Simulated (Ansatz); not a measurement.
This geometry of H2 + H2O2Zn (7 atoms, charge 0, multiplicity 1) is a first-order saddle point.

The calculation used RKS r2SCAN/def2-SVP in Ansatz.

```xyz
7
Properties=species:S:1:pos:R:3
Zn 0.136 0.035 -0.399
O 0.457 -0.287 1.474
O 0.550 -0.399 -2.074
H -0.539 0.545 1.239
H -1.013 1.115 0.590
H 0.317 -1.142 1.907
H 0.092 0.133 -2.736
```

**Question.** Which two structures does it join? (They come from a converged band through this point; their orientation in space is the band's.)

**Answer.** Bonds broken: H4–H5. Bonds formed: Zn1–H5, O2–H4. H2 + H2O2Zn becomes H4O2Zn.

Image 0:

```xyz
7
Properties=species:S:1:pos:R:3
Zn 0.395 -0.724 -0.624
O 0.094 -1.072 1.083
O 0.658 -0.561 -2.357
H -0.950 1.062 1.439
H -1.189 1.782 1.523
H 0.759 -0.703 1.679
H 0.233 0.215 -2.744
```

Image 6:

```xyz
7
Properties=species:S:1:pos:R:3
Zn -0.287 1.002 -0.192
O 0.262 -0.541 1.245
O 0.300 -0.396 -1.207
H -0.435 -1.076 1.646
H -0.873 2.332 0.252
H 0.502 -0.996 0.393
H 0.532 -0.325 -2.138
```

**Question.** How far does it lie above each of them?

**Answer.** 0.75 eV above the first and 1.44 eV above the second. This is the barrier of this one path; another mechanism may lie lower. The orbitals stay closed-shell, which can raise the energy where a bond breaks towards radicals; this wasn't checked here.

Run time: 3 min on 2 threads of Arm Neoverse V1, with other jobs on the host, peak memory 0.16 GiB.
